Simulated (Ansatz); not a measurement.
Reaction (ligand exchange at the Al–N bond): `C[N](C)[AlH2]` + `NCS` → `[AlH2][NH]CS` + `CNC`

Gas-phase electronic energies from Ansatz, PBE0-D4/def2-TZVP geometries. CBS: MP2 limit from def2 TZ/QZ plus the TZ coupled-cluster correction, frozen cores. This one scheme is used for every species. DFT in def2-TZVPP. B3LYP here is the variant with VWN-RPA as its local correlation; programs differ in this. HSE06 is defined as in plane-wave codes. One conformer a species, not always the lowest.

```csv
level,ΔE (eV)
revPBE-D4,-0.10
B3LYP-D4,-0.12
HSE06-D4,-0.11
B2PLYP,-0.12
BLYP,-0.14
PBE0,-0.12
BHLYP,-0.14
HF/def2-QZVPP,-0.16
```

Q: What does CCSD(T)/CBS give? (Best estimate.)

A: Computed: -0.10 eV. The listed levels differ from it by 0.00, -0.02, -0.01, -0.02, -0.04, -0.02, -0.04, -0.06 eV.

Largest T1 diagnostic among the species: 0.012.

Leaving LDA and LC-ωPBE aside and taking each functional with its dispersion term where it has one, the values, not all of them listed here, spread over 0.02 eV, from BHLYP-D4 to B97M-V. LDA lies +0.04 eV from PBE without D4. In def2-TZVPP, CCSD(T) changes the Hartree–Fock value by +0.06 eV (the triples alone add +0.01 eV) and MP2 by +0.07 eV.
